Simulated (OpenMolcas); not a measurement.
# neutral phosphorus: effect of the active space

```yaml
Program: OpenMolcas
Method: CASSCF
Basis: ANO-RCC-VQZP
Scalar_Hamiltonian: DKH4, point nucleus
Spin-orbit_coupling: state interaction with AMFI integrals over the reference wave functions, term energies averaged over their components
```

A. 3 electrons in 3 orbitals (3p); 2S+1 = 4 odd, 1 root; 2S+1 = 2 odd, 8 roots; cost about 2.4 core-seconds
B. 5 electrons in 8 orbitals (3s 3p 4s 4p); 2S+1 = 4 odd, 1 root; 2S+1 = 2 odd, 8 roots kept (CI in the orbitals of an earlier block); cost of the order of 11 core-seconds

Energies in eV above 3s2 3p3 4S* 3/2, the measured ground level; measured values from NIST Handbook of Basic Atomic Spectroscopic Data.

| Level | A | B | Measured |
| --- | --- | --- | --- |
| 3s2 3p3 4S* 3/2 | 0.0000 | 0.0000 | 0.0000 |
| 3s2 3p3 2D* 3/2 | 1.9033 | 1.8365 | 1.4086 |
| 3s2 3p3 2D* 5/2 | 1.9041 | 1.8389 | 1.4105 |
| 3s2 3p3 2P* 1/2 | 3.1468 | 2.4643 | 2.3213 |
| 3s2 3p3 2P* 3/2 | 3.1479 | 2.4656 | 2.3245 |

Deviations, from unrounded energies. A percentage is the sum of absolute deviations over the sum of measured energies, with the sign that they share, or ± where signs differ.

| Against measurement | Levels | A | B |
| --- | --- | --- | --- |
| mean absolute deviation (cm-1) | 4 | 5300 | 2300 |
| other terms of the ground configuration (%) | 4 | +35.3 | +15.3 |

B lies closest to measurement on these levels. The largest miss of B in the table is 3s2 3p3 2D* 5/2, by +3500 cm-1. The ranking rests on the paired levels alone, and a cruder setting can come out closer through cancelling errors.

Between A and B the level of the table that moves most is 3s2 3p3 2P* 1/2, by 5500 cm-1 (lowest in B, highest in A).

Without dynamic correlation excited terms often stand tens of per cent too high (terms of higher spin than the ground term too low), and those without a measured partner can miss by more than the paired ones. With the s shell closed, the reference lacks s² → p² mixing (holds for A). Terms from blocks run as CI alone lack orbitals of their own (holds for B). Active for correlation alone: 4p 4s; no level in the range computed is led by a configuration that fills them, so any true level of that kind is missing (holds for B). Measured partners are found by configuration, term and J. A level has none where our copy of the source lacks it or the pairing is in doubt (some pairs that miss far off the trend of their configuration count as doubtful), and it then counts in no deviation. Only configurations of the active space appear.

* marks odd parity.
